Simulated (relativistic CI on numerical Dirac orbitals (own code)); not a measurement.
Sensitivity of the levels of Pb57+ to α and to the nuclear radius

Calculated at this level of theory: Dirac-Coulomb-Breit CI, orbitals from a KLI potential per configuration, derivatives by finite differences, unscaled Slater integrals, QED left out (own radial code, finite nucleus).

Configurations in the expansion (outside the closed core [Ne]): 3s²3p⁶3d⁷, 3s²3p⁵3d⁸, 3s²3p⁴3d⁹, 3s3p⁶3d⁸, 3p⁶3d⁹, 3s3p⁵3d⁹, 3s²3p⁶3d⁶4s, 3s²3p⁶3d⁶4p. Levels of other configurations are missing.

With x = (α/α₀)² − 1 an excitation energy changes as ω = ω₀ + qx; K = 2q/ω₀ is the relative enhancement. Terms are leading LS components, so labels can repeat. The field-shift factor is F = δν/δ⟨r²⟩ for the transition from the lowest level.

Lowest level 3s²3p⁶3d⁷ ⁴F9/2.

```tsv
Level	ω₀ (cm⁻¹)	q (cm⁻¹)	K	F (GHz/fm²)
3s²3p⁶3d⁷ ²P3/2	119760	13950	0.233	-0.423
3s²3p⁶3d⁷ ²D5/2	190139	28090	0.295	1.77
3s²3p⁶3d⁷ ⁴F7/2	877729	933100	2.13	36.4
3s²3p⁶3d⁷ ⁴F9/2	937234	915900	1.95	36.5
3s²3p⁶3d⁷ ⁴P3/2	971878	942700	1.94	37.1
3s²3p⁶3d⁷ ⁴P5/2	994253	945300	1.9	37.4
3s²3p⁶3d⁷ ²P1/2	1002471	936700	1.87	35.8
3s²3p⁶3d⁷ ²H11/2	1014799	910200	1.79	37.4
3s²3p⁶3d⁷ ²F7/2	1085048	935300	1.72	37.5
3s²3p⁶3d⁷ ²F5/2	1123424	924600	1.65	37.5
3s²3p⁶3d⁷ ²D3/2	1296846	945900	1.46	39.7
3s²3p⁶3d⁷ ⁴F5/2	1819719	1.857e+06	2.04	72.6
3s²3p⁶3d⁷ ⁴P3/2	1860689	1.867e+06	2.01	72.4
3s²3p⁶3d⁷ ²H9/2	1900457	1.844e+06	1.94	73.6
3s²3p⁶3d⁷ ⁴P1/2	1912008	1.865e+06	1.95	71.8
3s²3p⁶3d⁷ ²G7/2	1926243	1.839e+06	1.91	72.6
3s²3p⁶3d⁷ ²D5/2	2161452	1.863e+06	1.72	75
3s²3p⁶3d⁷ ²D3/2	2820563	2.789e+06	1.98	109
3s²3p⁵3d⁸ ⁴G°11/2	4061825	1.125e+06	0.554	84.8
3s²3p⁵3d⁸ ²D°5/2	4174196	1.134e+06	0.543	80.9
3s²3p⁵3d⁸ ²F°7/2	4185044	1.136e+06	0.543	80
3s²3p⁵3d⁸ ⁴F°9/2	4245901	1.127e+06	0.531	85
3s²3p⁵3d⁸ ²P°1/2	4359307	1.15e+06	0.527	86.3
```

At this charge energies of transitions that change n are usually good to better than 1 %, and those within a shell (Δn = 0) to a few per cent.
